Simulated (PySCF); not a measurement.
## How methods differ on the ionisation energy of Os(2+)

Os(2+) [Xe] 4f14 5d6 (5D) → Os(3+) [Xe] 4f14 5d5 (6S), as a difference of total energies. Computed with PySCF 2.14 in aug-cc-pwCVTZ-PP with ECP60MDF, with scalar relativity through the core potential. Correlated levels: valence: 5s2 5p6 frozen; valence and next inner shell: nothing frozen outside the core potential. The calculations carry no spin-orbit coupling.

```
                                method  ionisation energy (eV)
                                   UHF                  24.876
                                   LDA                  27.162
                                   PBE                  26.931
                                  PBE0                  26.721
                                r2SCAN                  26.430
                                 B3LYP                  27.047
                                  PW91                  27.021
                             BHandHLYP                  26.634
                         MP2 (valence)                  26.192
                     SCS-MP2 (valence)                  26.448
    MP2 (valence and next inner shell)                  26.302
SCS-MP2 (valence and next inner shell)                  26.351
```

Question: How much does correlation contribute at MP2 (valence and next inner shell)?

Answer: 26.302 − (24.876) = 1.426 eV, measured against UHF.

The reference lies between the lowest fine-structure levels, while these numbers refer to the centres of the terms.

Errors of the correlated levels include the incompleteness of this basis and the frozen core.

For comparison: 25 ± 1.6 eV (theoretical estimate listed by NIST; NIST Atomic Spectra Database, ionization energies).
